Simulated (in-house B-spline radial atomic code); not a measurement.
Results of a calculation; reference values are marked as such.
## K in an electron gas of r_s = 1.65: phase shifts, screening and friction

A nucleus sits in a uniform electron gas with a rigid positive background. The Kohn-Sham equations are solved self-consistently in the spin-unpolarised LDA (PW92), non-relativistic, on B-splines with outgoing waves at the boundary and partial waves to l = 8. The model has no lattice, no bands and no magnetic solution. Atomic units; δ_l are the phase shifts at the Fermi level, counted so that each bound state adds π, and good to about 0.0005.

The density parameter is r_s = 1.65 bohr.

```csv
l,δ_l (rad)
0,7.7659
1,5.3540
2,1.0491
3,0.0776
4,0.0176
5,0.0045
6,0.0011
7,0.0003
8,0.0000
```

Bound levels below the band bottom (hartree): s -127.7, s -12.09, p -9.538, s -0.6681, p -0.124.

(1) Check the Friedel sum rule, and say where the screening charge sits.

(2) Find the transport cross section and the electronic stopping of a 10 keV K ion (mass 39.1 u).

## Answers

(1) k_F = (9π/4)^(1/3)/r_s = 1.16313. The rule is Z = (2/π) Σ (2l + 1) δ_l. The terms are s 4.944, p 10.225, d 3.339, f 0.346 and 0.144 beyond, in all 18.999 against Z = 19. Bound states hold 6 s, 12 p, 0 d electrons, so the scattering states carry 1.00 in all; where a term is smaller than its bound count, the bound level has drawn weight out of the band.

(2) σ_tr = (4π/k_F²) Σ (l + 1) sin²(δ_l − δ_(l+1)). The terms for l = 0 to 3 are 0.4444, 1.6859, 2.0455, 0.0144, all together 4.1911, so σ_tr = 9.289 × 4.1911 = 38.930 bohr². With n = 3/(4π r_s³) = 0.05314, the friction coefficient is Q = n k_F σ_tr = 2.4064. For v well below v_F = 1.163, dE/dx = Q v; with 24801 eV per u at v = 1, v = √(10000/(24801 × 39.1)) = 0.1015, so dE/dx = 0.24437 hartree/bohr = 126 eV/nm. The largest term couples the d and f waves.
